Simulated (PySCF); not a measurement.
CH10FNSi3, SMILES [Si@@H]([C@@H]([SiH3])N)([SiH3])F.

Coordinates come from a B3LYP-D3(BJ)/def2-SVP optimisation. The structure was generated by enumeration; whether it is a known compound was not checked. The values are those of a single conformer.

These are PySCF with B3LYP/def2-TZVP values and carry that method's errors.

Isolated molecule, no solvent.

```yaml
total_energy: -1067.42120 hartree
highest_occupied_level: -6.85 eV
lowest_empty_level: -0.53 eV
orbital_gap: 6.31 eV
dipole_moment: 2.50 D
quadrupole, principal values (traceless, Buckingham form, about the centre of nuclear charge): -5.82, 1.28, 4.54 D·Å
```
